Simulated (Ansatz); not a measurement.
A calculation with Ansatz (development build ahead of 0.2.0).

```yaml
crystal:
  periodic: [false, false, false]
  atoms:
    - { symbol: B, position_ang: [-0.11511, -0.01269, 0.09344] }
    - { symbol: F, position_ang: [0.16538, -0.76709, 0.9923] }
    - { symbol: F, position_ang: [1.03678, 0.25235, -0.78608] }
    - { symbol: F, position_ang: [-1.15074, 0.56605, -0.25473] }
basis:
  gaussian: { orbitals: def2-SVP }
total_charge: 1
magnetization:
  spin_polarized: true
  initial_magnetization: 1
hamiltonian:
  xc: hf
output:
  forces: true
```

The input is written out in the form of the current development build from the run's settings.

Output:

```
Converged                       : yes
Total energy                    : -322.40832 hartree
Spin squared of the determinant : 0.754
Stability test                  : minimum
```

Forces (eV/Å):
```json
{"atom": "B1", "Fx": "-2.768", "Fy": "0.760", "Fz": "0.083"}
{"atom": "F2", "Fx": "1.322", "Fy": "-1.930", "Fz": "2.094"}
{"atom": "F3", "Fx": "1.697", "Fy": "0.485", "Fz": "-1.398"}
{"atom": "F4", "Fx": "-0.250", "Fy": "0.685", "Fz": "-0.778"}
```
